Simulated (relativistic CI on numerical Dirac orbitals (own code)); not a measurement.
## d5 in a ligand field

Computed with a parametric ligand-field model of a d^n configuration (Racah B and C, spin-orbit zeta, crystal field), exact diagonalisation.

Field parameters in Wybourne normalisation: Oh B⁴₀ = 21Dq, B⁴₄ = √(5/14) B⁴₀. The field is a parameter set, without covalency.

Task: Ground term and bands for B = 350, C = 1820, ζ = 0 cm⁻¹, Oh, 10Dq = 34150 cm⁻¹?

Result: Ground term 2T2 with 0.01 electrons in the two orbitals of the cubic e set. Spin-allowed: 2A2 31712 cm⁻¹ (315 nm), 2T1 31832 cm⁻¹ (314 nm), 2T2 32953 cm⁻¹ (303 nm), 2E 33831 cm⁻¹ (296 nm). Lowest spin-forbidden: 4T1 25531 cm⁻¹ (392 nm), 4T2 28256 cm⁻¹ (354 nm), 6A1 45363 cm⁻¹ (220 nm).

Task: Ground term and bands for B = 900, C = 4010, ζ = 0 cm⁻¹, Oh, 10Dq = 36650 cm⁻¹?

Result: Ground term 2T2 with 0.04 electrons in the two orbitals of the cubic e set. Spin-allowed: 2A2 31779 cm⁻¹ (315 nm), 2T1 32088 cm⁻¹ (312 nm), 2T2 34482 cm⁻¹ (290 nm), 2E 36622 cm⁻¹ (273 nm). Lowest spin-forbidden: 4T1 17893 cm⁻¹ (559 nm), 6A1 21966 cm⁻¹ (455 nm), 4T2 24593 cm⁻¹ (407 nm).

Task: Ground term and bands for B = 890, C = 3810, ζ = 0 cm⁻¹, Oh, 10Dq = 18750 cm⁻¹?

Result: Ground term 6A1 with 2.00 electrons in the two orbitals of the cubic e set. Spin-allowed: none. Lowest spin-forbidden: 2T2 10714 cm⁻¹ (933 nm), 4T1 12257 cm⁻¹ (816 nm), 4T2 18207 cm⁻¹ (549 nm). A high-spin d5 ion has no spin-allowed d-d band, hence its pale colour.

Task: Ground term and bands for B = 580, C = 2380, ζ = 0 cm⁻¹, Oh, 10Dq = 27800 cm⁻¹?

Result: Ground term 2T2 with 0.03 electrons in the two orbitals of the cubic e set. Spin-allowed: 2A2 24687 cm⁻¹ (405 nm), 2T1 24894 cm⁻¹ (402 nm), 2T2 26502 cm⁻¹ (377 nm), 2E 27797 cm⁻¹ (360 nm). Lowest spin-forbidden: 4T1 16354 cm⁻¹ (611 nm), 4T2 20755 cm⁻¹ (482 nm), 6A1 24332 cm⁻¹ (411 nm).

Task: Ground term and bands for B = 720, C = 2790, ζ = 0 cm⁻¹, Oh, 10Dq = 33950 cm⁻¹?

Result: Ground term 2T2 with 0.03 electrons in the two orbitals of the cubic e set. Spin-allowed: 2A2 30216 cm⁻¹ (331 nm), 2T1 30479 cm⁻¹ (328 nm), 2T2 32463 cm⁻¹ (308 nm), 2E 34008 cm⁻¹ (294 nm). Lowest spin-forbidden: 4T1 20368 cm⁻¹ (491 nm), 4T2 25841 cm⁻¹ (387 nm), 6A1 30690 cm⁻¹ (326 nm).
